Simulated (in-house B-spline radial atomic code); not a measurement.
Computed with a B-spline radial atomic code. Model: two electrons, singlet ground state, non-relativistic, full CI in B-splines with partial waves to l = 8 (at full coupling up to 3e-4 hartree above the limit, correlation up to 0.6 % small), density held at that of full coupling by Lieb maximisation.

W(λ) is the mean repulsion in the state of coupling λ less the Hartree energy of the fixed density. Its start is exact exchange, its initial slope is twice the second-order Görling-Levy correlation energy, and its area from 0 to 1 is E_xc. A straight curve means weak, dynamic correlation, and a curve that drops fast and flattens means strong correlation.

Command:
```bash
python run_ac.py task.json out
```
Settings (lengths in bohr, energies in hartree):
```
potential              gauss
strength               1.02
lmax                   8
second                 3.43
```

Cost of the run: 83 s on 1 thread of Intel(R) Xeon(R) Processor @ 2.30GHz, on a shared host.

**W = mean repulsion less Hartree energy, and W of three functionals.**

Given: confinement Gaussian well; well depth 1.02 hartree; well width 3.43 bohr; external potential -V exp(-r^2/w^2).

Computed: LDA exchange minus exact 55.118 millihartree; PBE exchange minus exact 15.145 millihartree.

| coupling | W xc (hartree) | W xc minus exchange (millihartree) | kinetic minus Kohn-Sham (millihartree) | LDA (PW92) W minus its exchange (millihartree) | PBE W minus its exchange (millihartree) | SCAN W minus its exchange (millihartree) |
| --- | --- | --- | --- | --- | --- | --- |
| 0 | -0.37552 | 0 | 0 | 0 | 0 | 0 |
| 0.02 | -0.37741 | -1.89 | 0.02 | -9.61 | -2.92 | -1.85 |
| 0.05 | -0.38016 | -4.639 | 0.11 | -18.86 | -6.96 | -4.49 |
| 0.12 | ? | ? | ? | ? | ? | ? |
| 0.25 | -0.39619 | -20.663 | 2.46 | -54.14 | -28.13 | -19.58 |
| 0.4 | -0.40603 | -30.506 | 5.63 | -70.74 | -40.14 | -28.88 |
| 0.6 | -0.41694 | -41.419 | 11.05 | -87.44 | -53.14 | -39.36 |
| 0.8 | -0.42591 | -50.386 | 17.3 | -100.44 | -63.75 | -48.17 |
| 1 | -0.43339 | -57.868 | 24.02 | -111.03 | -72.66 | -55.7 |
| 1.4 | -0.44515 | -69.631 | 38.01 | -127.52 | -86.94 | -67.91 |
| 2 | -0.45763 | -82.109 | 58.98 | -145.22 | -102.69 | -81.34 |
| 3 | -0.47102 | -95.494 | 91.89 | -164.91 | -120.61 | -96.14 |
| 4.5 | ? | ? | ? | ? | ? | ? |
| 7 | -0.49417 | -118.64 | 198.84 | -202.15 | -155.32 | -120.79 |
| 10 | -0.50182 | -126.3 | 262.92 | -215.73 | -168.16 | -127.8 |

(1) What belongs in the row 0.12?

(2) What belongs in the row 4.5?

(3) What is the SCAN exchange minus exact?

**Energy parts, natural occupations and partial-wave weights.**

Computed: total energy -0.5846 hartree; kinetic part of the DFT correlation energy 0.024015 hartree; initial slope twice GL2 -0.095614 hartree; kinetic part over minus potential part 0.415; Hartree energy 0.75105 hartree; Kohn-Sham kinetic 0.32581 hartree; Lieb Oxford ratio E_xc over LDA exchange 1.2777.

| natural | occupation of the shell (electrons) |
| --- | --- |
| s | 1.9249 |
| p | ? |
| s | 0.0069071 |
| d | 0.0012079 |
| p | 0.0003926 |
| f | 0.00013194 |

(4) What belongs in the row p?

```json
{"wave": "s", "weight": "0.96594"}
{"wave": "p", "weight": "0.03333"}
{"wave": "d", "weight": "?"}
{"wave": "f", "weight": "7.3822e-05"}
{"wave": "g", "weight": "1.5783e-05"}
```

(5) What belongs in the row d?

(6) What is the exchange energy?

(7) What is the correlation energy?

Answers

(1) W xc (hartree): -0.3862; W xc minus exchange (millihartree): -10.68; kinetic minus Kohn-Sham (millihartree): 0.63; LDA (PW92) W minus its exchange (millihartree): -34.27; PBE W minus its exchange (millihartree): -15.3; SCAN W minus its exchange (millihartree): -10.21.

(2) W xc (hartree): -0.48298; W xc minus exchange (millihartree): -107.46; kinetic minus Kohn-Sham (millihartree): 135.96; LDA (PW92) W minus its exchange (millihartree): -183.53; PBE W minus its exchange (millihartree): -137.86; SCAN W minus its exchange (millihartree): -109.27.

(3) 2.0125 millihartree.

(4) occupation of the shell (electrons): 0.066245.

(5) weight: 0.00063509.

(6) -0.37552 hartree.

(7) -0.033853 hartree.

Half-way to full coupling W has made 62 % of its drop, against 50 % for a straight line, and second-order (GL2) theory, half the initial slope, overshoots the correlation energy by about 41 %: a marked bend. Over couplings 0 to 1 the errors in E_xc come to about +16 millihartree for LDA, +5.3 millihartree for PBE, +3.6 millihartree for SCAN, so SCAN is nearest. In LDA and PBE the errors of exchange and correlation have opposite signs, so the sum is smaller than the larger of the two.
